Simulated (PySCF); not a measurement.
Ti(Cl)2(OH) (Cl₂HOTi), SMILES [OH][Ti+]([Cl])[Cl], charge +1, multiplicity 1. Heavy atoms are numbered as in [Ti+:1]([Cl:2])([Cl:3])[OH:4]. Hydrogens are named by the atom that carries them.

Geometry optimised at B3LYP-D3(BJ)/def2-SVP. The multiplicity is an assumed one; other spin states were not compared. The isomer is the one that the SMILES or the coordinates give; other isomers of the formula were not compared. Other conformers were not sampled.

The numbers are results of PBE/pcSseg-1 (PySCF), not measurements.

GIAO shieldings, no solvent; atoms alike by connectivity are averaged. δ = σ(ref) − σ: ³⁵Cl against HCl (σ = 936.5 ppm); ¹⁷O against H2O (σ = 334.3 ppm); ¹H against TMS (σ = 31.49 ppm), references at their B3LYP-D3(BJ)/def2-TZVP geometries, non-relativistic (without spin–orbit terms, shifts of atoms bonded to Cl or Br come out too high).

```
nucleus    atoms  count  δ (ppm)
-------  -------  -----  -------
³⁵Cl         Cl2      2   1372.3
¹⁷O      O4 (OH)      1    500.1
¹H       H on O4      1     8.69
```
